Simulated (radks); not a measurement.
The numbers below are computed, except where a source is named.
Mean orbital radii <r> (bohr) of neutral potassium, [Ar] 4s1, at several levels of relativity; Dirac values are averaged over j with weights 2j + 1. Spin-unpolarised spherical Kohn-Sham, BLYP, point nucleus unless stated (finite: rms radius 3.4349 fm), a radial shooting solver on a logarithmic mesh with Libxc functionals. A level marked "c x" has the speed of light scaled by that factor.

| shell | non-rel. | scalar-rel. | scalar-rel., finite nucleus | Dirac, c x 100 | change of magnitude, last against first (%) |
|---|---|---|---|---|---|
| 1s | 0.08155 | 0.08105 | 0.08105 | 0.08155 | 0.00 |
| 2s | 0.3903 | 0.3879 | 0.3879 | 0.3903 | 0.00 |
| 2p | 0.3514 | 0.3506 | 0.3506 | 0.3514 | 0.00 |
| 3s | 1.275 | 1.268 | 1.268 | 1.275 | 0.00 |
| 3p | 1.439 | 1.438 | 1.438 | 1.439 | 0.00 |
| 4s | 4.943 | 4.924 | 4.924 | 4.943 | 0.00 |
| 4p (empty) | 7.396 | 7.410 | 7.410 | 7.396 | 0.00 |
